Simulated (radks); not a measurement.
The numbers below are computed, except where a source is named.
Question: Numerical settings for neutral gallium, [Ar] 3d10 4s2 4p1. Level of theory: scalar-relativistic Kohn-Sham, LDA (Slater exchange, Perdew-Wang correlation), spin-polarised, spherical densities, finite nucleus; open shells are filled with parallel spins first; Fermi nuclear charge, rms radius 3.9973 fm (a radial shooting solver on a logarithmic mesh with Libxc functionals). The defaults (mesh step 0.008 in ln r, mesh end at 40 bohr or more with all orbitals vanishing there, Anderson mixing 0.5 over 9 steps, residual threshold near 1e-9 with the energy settled to 1e-9 hartree or 1e-11 of itself, here a cap of 64 iterations) give E = -1941.1167 hartree and 4p at -2.959 eV in 16 iterations. Run on one thread of a shared host, so times are rough (Arm Neoverse V1): 0.2 s of CPU time, 0.2 s wall, 16 iterations on 2381 mesh points. One setting is changed at a time: mesh step in ln r 0.2; mesh step in ln r 0.12; mesh step in ln r 0.08; mesh end (bohr) 3; mesh end (bohr) 1; residual threshold 1e-05; residual threshold 0.01; mixing 0.01; linear mixing, mixing 0.8; linear mixing, mixing 0.05; mixing history 20; iteration cap 8. Which runs fail to converge, and which converge to a wrong energy?

Answer: Not converged within the cap: mesh step in ln r 0.2; mesh step in ln r 0.12; mesh step in ln r 0.08; linear mixing, mixing 0.8; linear mixing, mixing 0.05; iteration cap 8. Settled on a wrong energy, with an occupied level pushed above zero by the early mesh end: mesh end (bohr) 3 (+1.28 hartree); mesh end (bohr) 1 (+120 hartree). Apart from these: no run marked as converged misses the energy by more than 1 mhartree.
